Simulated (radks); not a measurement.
Excited configurations of Tm I: one electron is placed in a higher orbital outside [Xe] 4f13 6s1. The ground configuration is [Xe] 4f13 6s2. All-electron calculation, scalar-relativistic Kohn-Sham, r2SCAN, spin-polarised, spherical densities, finite nucleus; open shells are filled with parallel spins first (spin-orbit coupling, left out, can overturn this in heavy ions); meta-GGA in the generalised Kohn-Sham scheme; Fermi nuclear charge, rms radius 5.2256 fm. Program: a radial shooting solver on a logarithmic mesh with Libxc functionals. Excitation = E - E(ground); binding = E(ion) - E, where the ion is the core of charge +1; n* = 1/sqrt(2 binding) in atomic units, and the quantum defect is n - n*.

outer orbital  excitation (eV)  binding (eV)  quantum defect  eigenvalue (eV)
6p                       2.101         3.913           4.135           -2.122
6f                       5.410         0.604           1.253           -0.347
7d                       5.176         0.837           2.969           -0.492

The Delta-SCF ionisation energy is 6.013 eV (NIST Atomic Spectra Database: 6.184 eV, measured). Self-interaction in the functional shifts the binding energies and quantum defects, so they are the method's values and not measured ones. Open shells are spherical and high-spin; term and fine-structure splittings are not resolved. Spin-orbit splitting is averaged out at the scalar-relativistic level.
